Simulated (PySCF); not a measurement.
Ga(Me)3(HOMe), C4H13GaO, singlet at its GFN2-xTB optimised geometry (Å):

```
19

Ga    -1.4210    -0.2634     0.0000
C     -1.4527     1.7849     0.0000
H     -0.9923     2.2145     0.8960
H     -2.4808     2.1558    -0.0266
H     -0.9472     2.2117    -0.8724
C     -1.7216    -1.2611     1.7578
H     -2.7864    -1.3941     1.9669
H     -1.2945    -0.7258     2.6108
H     -1.2767    -2.2606     1.7390
C     -1.7205    -1.2677    -1.7525
H     -1.2430    -0.7625    -2.5968
H     -2.7845    -1.3496    -1.9908
H     -1.3272    -2.2878    -1.7120
C      1.7959    -1.2623    -0.0120
O      0.7906    -0.2634     0.0000
H      2.4808    -1.1148    -0.8510
H      1.2829    -2.2145    -0.1294
H      2.3554    -1.2675     0.9267
H      1.1774     0.6126     0.1121
```

Method: PySCF with PBE0/def2-SVP.

Map of the deformation density (molecule minus spherical neutral atoms) (e/bohr³) on the plane z = 1.0 Å:

```
|11111111111111111111111111111|
|11111111111111111111111111111|
|11111111111111111111111111111|
|11111111111111111111111111111|
|11111111111111111111111111111|
|11111111000000111111111111111|
|11111100011100111111111111111|
|11111100025610111111111111111|
|11111100025520011111111111111|
|11111100012210111111111111111|
|11111100001110111001111111111|
|11111110111110000000111111111|
|11111111111110000000011111111|
|11111101111100110000011111111|
|11111111111100111100001111111|
|11111011232111111100000111111|
|11111112454211111000111011111|
|11110112575211110000352001111|
|11110111343210000001593001111|
|11110000022110100001341001111|
|11111000011100110000110001111|
|11111000011101111000000011111|
|11111110000001111100001111111|
|11111111100111111111111111111|
|11111111111111111111111111111|
|11111111111111111111111111111|
|11111111111111111111111111111|
|11111111111111111111111111111|
|11111111111111111111111111111|
```
Scale: ten equal steps from -0.010 (start of '0') to 0.060 (end of '9'), in the order '0123456789'; x runs from -4.50 to 4.50, y from -4.50 (bottom) to 4.50 (top).
